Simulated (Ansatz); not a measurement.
Ideal-gas functions of BFH$_{3}$InO, SMILES `FB[O][InH2]` at 600 K and 1 bar, from an Ansatz frequency run at PBE0-D4/def2-TZVP.

Molar mass 163.65 g/mol, point group Cs (symmetry number 1), electronic degeneracy 1, moments of inertia 47.557, 195.285, 232.674 u Å². Harmonic wavenumbers (cm⁻¹, unscaled): 70, 149, 216, 417, 435, 557, 570, 642, 903, 1009, 1094, 1453, 1882, 1896, 2658.

Use S(trans) = R[1.5 ln M + 2.5 ln T − 1.1517]; rotational temperatures θ = 24.2544 K / I; S(rot) = R[ln(√π/σ · √(T³/θAθBθC)) + 1.5]; for each mode x = 1.438777 ν̃/T, S = R[x/(eˣ − 1) − ln(1 − e⁻ˣ)] and H = RT x/(eˣ − 1); 1 cm⁻¹ = 0.0119627 kJ/mol; R = 8.31446 J/(mol·K).

**Question.** By hand: the entropy, in J/(mol·K).

**Answer.** Translation 187.0. Rotation: θ = 0.51, 0.1242, 0.1042 K, giving 117.9. Vibration, mode by mode: 23.16, 16.92, 13.88, 8.65, 8.33, 6.50, 6.33, 5.50, 3.35, 2.74, 2.33, 1.18, 0.51, 0.49, 0.10, in all 100.0. Electronic 0.0. Sum 404.9 J/(mol·K).

**Question.** By hand: H − E and G − E in kJ/mol, counted from the electronic energy.

**Answer.** Zero-point energy ½ × 13951 × 0.0119627 = 83.4; thermal vibration 29.8; translation, rotation and pV give 4 RT = 20.0. H − E = 133.2 kJ/mol, and G − E = 133.2 − 600 × 404.9/1000 = -109.7 kJ/mol.

Vibration gives 25 % of the entropy, 40.1 J/(mol·K) of it from the modes under 150 cm⁻¹: soft modes count most, and the harmonic formula is weakest for them. The sum counts one conformer and one mirror image; others add a mixing term.
